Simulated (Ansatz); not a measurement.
Single points on CaI2.

```yaml
crystal:
  periodic: [false, false, false]
  atoms:
    - {symbol: Ca, position_ang: [-0.007839, 0.006649, -0.008220]}
    - {symbol: I, position_ang: [-2.266331, -0.985801, 1.373469]}
    - {symbol: I, position_ang: [2.274170, 0.979151, -1.365249]}
basis:
  gaussian: {orbitals: def2-SVP, initial_orbitals: start.molden}
hamiltonian: {xc: pbe, dispersion: d4}
scf: {omitted_lower_state_checks: [starts]}
output: {orbitals: {seedname: orbitals}}
```

The file start.molden holds the orbitals of an earlier run on this structure, at another level or in another basis.

```sh
$ ansatz run in.yaml --threads 4 --pin off --events-out ev --progress --plain --max-ram 3916MiB
```

Output, abridged:

```
Functional definition: PBE
916 factors; their error is unknown
mean field evaluation 1: about -34634.9369 eV, gradient 3.0e1 eV
mean field evaluation 2: about -34635.1139 eV, gradient 3.8e-1 eV
mean field evaluation 4: about -34635.1101 eV, gradient 1.0e-2 eV
mean field -34635.11014658 eV, -1272.8168213659 hartree, gradient 1.4e-5 eV, S^2 0.000000; 0 other end points of the search recorded, 0 dependent functions left out
reference -34635.11021092 eV, -1272.8168237304 hartree; 35, 35 occupied and 41, 41 virtual orbitals, 916 factors
Total energy: -34635.19001350 eV, -1272.8197564211 hartree
Checks for a lower state left out: starts
```

It took 0.6 s on 4 threads of Arm Neoverse V2 on a shared host.

The first input with `gaussian: {orbitals: def2-TZVPP, initial_orbitals: start.molden}`, `correlation: {method: ccsd_t}` and without the key `hamiltonian` (abridged; 9.5 s):

```
Functional definition: HF
mean field -34565.91024100 eV, -1270.2737717413 hartree, gradient 2.3e-6 eV, S^2 0.000000
13 core orbitals not correlated: weight in the atoms' cores, before any rotation towards them, 1.000 or more for the frozen orbitals, at most 0.000 for the correlated occupied ones
second order -32.15577810 eV of doubles, -0.00000000 eV of singles
cycle   1  -30.34903131 eV  change     1.8e0 eV  update   8.9e-2
cycle   2  -30.99906324 eV  change   -6.5e-1 eV  update   2.2e-2
cycle   3  -31.03196326 eV  change   -3.3e-2 eV  update   8.7e-3
cycle   4  -31.01632489 eV  change    1.6e-2 eV  update   2.6e-3
cycle   5  -31.01707005 eV  change   -7.5e-4 eV  update   1.5e-3
cycle   6  -31.01799119 eV  change   -9.2e-4 eV  update   3.5e-4
cycle   7  -31.01757134 eV  change    4.2e-4 eV  update   1.3e-4
cycle   8  -31.01748748 eV  change    8.4e-5 eV  update   4.6e-5
cycle   9  -31.01753603 eV  change   -4.9e-5 eV  update   1.6e-5
perturbative correction -0.62607948 eV, -0.0230079966 hartree
Total energy: -34597.55385651 eV, -1271.4366531626 hartree
Checks for a lower state left out: starts
```

The first input with `gaussian: {orbitals: def2-TZVPD, initial_orbitals: start.molden}`, `hamiltonian: {xc: r2scan, dispersion: d4}` (abridged; 2.8 s):

```
Functional definition: r2SCAN
mean field -34650.23829746 eV, -1273.3727706565 hartree, gradient 1.4e-5 eV, S^2 0.000000
Total energy: -34650.25498212 eV, -1273.3733838064 hartree
Checks for a lower state left out: starts
```

First input, but with `gaussian: {orbitals: def2-TZVP, initial_orbitals: start.molden}`, `hamiltonian: {xc: {name: BLYP}, dispersion: d4}` (abridged; 1.1 s):

```
Functional definition: BLYP
mean field -34641.85987783 eV, -1273.0648694143 hartree, gradient 3.6e-5 eV, S^2 0.000000
Total energy: -34642.01371853 eV, -1273.0705229556 hartree
Checks for a lower state left out: starts
```

As the first input, with `gaussian: {orbitals: def2-TZVP, initial_orbitals: start.molden}`, `hamiltonian: {xc: {name: B3LYP}, dispersion: d4}` (abridged; 1.4 s):

```
Functional definition: B3LYP
mean field -34650.49928513 eV, -1273.3823617767 hartree, gradient 2.5e-5 eV, S^2 0.000000
Total energy: -34650.63207857 eV, -1273.3872418456 hartree
Checks for a lower state left out: starts
```

The first input with `gaussian: {orbitals: def2-TZVP, initial_orbitals: start.molden}`, `hamiltonian: {xc: {name: LC-wPBE}}` (abridged; 1.2 s):

```
Functional definition: LC-wPBE
mean field -34642.62069659 eV, -1273.0928289879 hartree, gradient 7.2e-6 eV, S^2 0.000000
Total energy: -34642.62069659 eV, -1273.0928289880 hartree
Checks for a lower state left out: starts
```

The first input with `gaussian: {orbitals: def2-TZVP, initial_orbitals: start.molden}`, `hamiltonian: {xc: pbe}`, `correlation: {method: rpa}` and without the key `output` (abridged; 2.6 s):

```
Functional definition: PBE
mean field -34637.97740765 eV, -1272.9221912668 hartree, gradient 2.5e-6 eV, S^2 0.000000
13 core orbitals not correlated: weight in the atoms' cores, before any rotation towards them, 1.000 or more for the frozen orbitals, at most 0.000 for the correlated occupied ones
Total energy: -34606.33231333 eV, -1271.7592555002 hartree
Checks for a lower state left out: starts
```

Geometry: PBE-D4/def2-TZVP.

In the def2 sets I takes a core potential; there is no spin–orbit coupling. LC-ωPBE has ω = 0.4 bohr⁻¹. B3LYP takes the VWN-RPA correlation. Correlated methods freeze 13 core orbitals; core or outer-core shells of Ca, I are correlated, in sets that lack core-valence functions. The structure comes from a short search, and lower isomers may exist.
